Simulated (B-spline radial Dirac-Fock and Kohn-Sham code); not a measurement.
# Scattering functions of Se⁶⁺

System: the Se⁶⁺ ion in the configuration [Ar] 3d9 4s1 (an excited configuration).

Input of the calculation (task.json; shells as n, l, electrons):

```json
{"items": [{
  "Z": 34,
  "q": 6,
  "cfg": [[1, 0, 2], [2, 0, 2], [2, 1, 6], [3, 0, 2], [3, 1, 6], [3, 2, 9], [4, 0, 1]],
  "A": 80,
  "rrms": 4.14,
  "do": ["scatter"],
  "s": [0.0, 0.08, 0.1, 0.11, 0.13, 0.16, 0.19, 0.23, 0.27, 0.32, 0.38, 0.46, 0.54, 0.65, 0.77, 0.92, 1.09, 1.3, 1.54, 1.84, 2.19, 2.6, 3.1],
  "pz": [0, 0.1, 0.2, 0.3, 0.4, 0.5, 0.6, 0.8, 1.0, 1.2, 1.4, 1.6, 1.8, 2.0, 2.5, 3.0, 4.0, 5.0, 7.0, 10.0, 15.0, 20.0, 30.0, 40.0, 60.0, 100.0],
  "hv_scatter": [1000, 2000, 5000, 8047.8, 17479.3, 20000, 30000, 500000]
}]}
```

Command: `python xray_run.py task.json out`

Method: Dirac-Fock orbitals of the configuration average with a finite nucleus. Computed with a radial B-spline solver. f₀ is the Fourier transform of the spherical electron density, S the Waller-Hartree incoherent function, and s = sin θ/λ. The electron scattering factor follows from the Mott-Bethe formula f_e = 0.023934 Å⁻¹·(Z − f₀)/s².

```
s (Å⁻¹)      f₀       S  f_e (Å)
      0  28.000   0.000        –
   0.08  27.552   0.517   24.115
    0.1  27.307   0.784   16.019
   0.11  27.167   0.934   13.516
   0.13  26.853   1.258   10.122
   0.16  26.306   1.794    7.193
   0.19  25.681   2.367    5.516
   0.23  24.751   3.160    4.185
   0.27  23.742   3.968    3.368
   0.32  22.413   4.987    2.708
   0.38  20.782   6.217    2.191
   0.46  18.636   7.845    1.738
   0.54  16.605   9.404    1.428
   0.65  14.101  11.361    1.127
   0.77  11.828  13.233    0.895
   0.92   9.681  15.229    0.688
   1.09   8.042  17.085    0.523
    1.3   6.809  18.869    0.385
   1.54   5.952  20.400    0.283
   1.84   5.168  21.834    0.204
   2.19   4.342  23.101    0.148
    2.6   3.455  24.204    0.108
    3.1   2.596  25.135    0.078
```

f₀ starts at the number of electrons, 28, and has fallen to half at s ≈ 0.66 Å⁻¹. The sum of ⟨r²⟩ over the electrons is 9.701 bohr². For an ion f_e diverges as s goes to zero, because of the net charge.
